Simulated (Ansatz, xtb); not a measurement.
**Two isomers of C6H5NS**

Structure I is `S=C=Cn1cccc1`, a singlet and structure II is `CC#Cc1ccsn1`, a singlet. Both are isolated molecules in the gas phase, relaxed with B3LYP-D3(BJ)/def2-SVP; the shapes shown needn't be the lowest conformers.

I (Å):

```yaml
atoms:
  - { symbol: C, position_ang: [-1.7010, -2.2499, -0.6793] }
  - { symbol: C, position_ang: [-1.9000, -1.0336, -1.1627] }
  - { symbol: C, position_ang: [0.0598, 0.1246, -0.1553] }
  - { symbol: C, position_ang: [0.5542, 1.4117, -0.1930] }
  - { symbol: C, position_ang: [-0.3199, 2.1832, -1.0188] }
  - { symbol: C, position_ang: [-1.3185, 1.3406, -1.4575] }
  - { symbol: N, position_ang: [-1.0843, 0.0834, -0.9286] }
  - { symbol: S, position_ang: [-1.4831, -3.6927, -0.1174] }
  - { symbol: H, position_ang: [-2.7703, -0.8623, -1.8026] }
  - { symbol: H, position_ang: [0.4186, -0.7672, 0.3524] }
  - { symbol: H, position_ang: [1.4483, 1.7629, 0.3182] }
  - { symbol: H, position_ang: [-0.2256, 3.2393, -1.2631] }
  - { symbol: H, position_ang: [-2.1780, 1.5176, -2.0996] }
```

II (Å):

```xyz
13

C    -2.8859    0.3241   -1.5114
C    -1.4539    0.2427   -1.2588
C    -0.2593    0.1910   -1.0467
C     1.1454    0.0949   -0.7978
C     1.8554   -1.1545   -0.6963
C     3.1851   -0.9333   -0.4541
N     1.8810    1.1904   -0.6441
S     3.4671    0.7657   -0.3691
H    -3.4525    0.3927   -0.5677
H    -3.2474   -0.5635   -2.0561
H    -3.1302    1.2140   -2.1142
H     1.3865   -2.1321   -0.7998
H     3.9798   -1.6681   -0.3272
```

Quicker runs give these differences E(II) − E(I): GFN2-xTB +32.0 kJ/mol; HF/STO-3G −62.4 kJ/mol (at GFN2-xTB geometries); r2SCAN-D4/def2-SVP +31.2 kJ/mol (at GFN2-xTB geometries).

Question: Estimate E(II) − E(I) at the level CCSD(T)/def2-SVP + ΔMP2/def2-TZVPP.

Answer: Not settled: CCSD(T)/def2-SVP + ΔMP2/def2-TZVPP gives E(II) − E(I) = −13.3 kJ/mol, but this leans on the basis-set step: CCSD(T) alone gives +16.1 kJ/mol.

How the difference moves with the method:

```tsv
level	geometry	E(II) − E(I) (kJ/mol)	departure from the last row (kJ/mol)	job, with rough time for the two
GFN2-xTB	GFN2-xTB	+32.0	+45.3	optimisation, 0.2 s
HF/STO-3G	GFN2-xTB	−62.4	−49.2	single point, 0.36 s
r2SCAN-D4/def2-SVP	GFN2-xTB	+31.2	+44.4	single point, 2.1 s
B3LYP-D3(BJ)/def2-SVP	B3LYP-D3(BJ)/def2-SVP	+29.5	+42.8	optimisation, 25 s
HF/def2-SVP	B3LYP-D3(BJ)/def2-SVP	+16.7	+29.9	part of the CCSD(T) run
MP2/def2-SVP	B3LYP-D3(BJ)/def2-SVP	+3.9	+17.1	part of the CCSD(T) run
CCSD(T)/def2-SVP	B3LYP-D3(BJ)/def2-SVP	+16.1	+29.4	single point
CCSD(T)/def2-SVP + ΔMP2/def2-TZVPP	B3LYP-D3(BJ)/def2-SVP	−13.3		single point, 41 s
```

As drawn, II has 2 C–C, 1 C≡C, 1 C∷S, 1 N∷S in place of 1 C=S, 1 C=C, 1 C–N, 1 C∷N, 1 C∷C (∷ is an aromatic bond).

GFN2-xTB, r2SCAN-D4/def2-SVP, B3LYP-D3(BJ)/def2-SVP, HF/def2-SVP, MP2/def2-SVP, CCSD(T)/def2-SVP put the two in the other order. The largest departure from CCSD(T)/def2-SVP + ΔMP2/def2-TZVPP is that of HF/STO-3G, 49.2 kJ/mol. The last row adds to CCSD(T) the change of the MP2 difference between the two basis sets, here −29.4 kJ/mol, a large step that makes the value less sure.

With thermal terms from frequencies at re-optimised GFN2-xTB minima (ideal gas, soft modes damped towards free rotors, one conformer each, 298.15 K, 1 atm): the zero-point term adds −4.1 kJ/mol; ΔH is −15.2 and ΔG −20.2 kJ/mol.

The correlated steps freeze 12 core orbitals. Programs: Ansatz 0.2.0, xtb 6.7.1; the last row on 4 threads of Intel(R) Xeon(R) 6975P-C (Granite Rapids) on a shared host.
